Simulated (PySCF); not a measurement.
Cl₂H₄SSi₂, SMILES [SiH2](Cl)S[SiH2]Cl.

The structure is a stationary point at r2SCAN-D4/def2-SVP. The structure was generated by enumeration, and PubChem lists no compound with its InChIKey, so it may never have been made. One conformer was computed; it need not be the lowest.

All values below come from PBE/def2-TZVP run with PySCF.

Symmetry labels are those of the subgroup C2 that the program uses (full group C2).

Computed valence orbital energies around the gap with their symmetry:
| orbital | symmetry | energy (eV) |
|---|---|---|
| HOMO−7 | A | -9.79 |
| HOMO−6 | B | -9.08 |
| HOMO−5 | A | -8.76 |
| HOMO−4 | B | -7.97 |
| HOMO−3 | A | -7.94 |
| HOMO−2 | B | -7.89 |
| HOMO−1 | A | -7.61 |
| HOMO | B | -6.91 |
| LUMO | A | -1.49 |
| LUMO+1 | B | -1.05 |
| LUMO+2 | A | -0.97 |
| LUMO+3 | A | -0.57 |
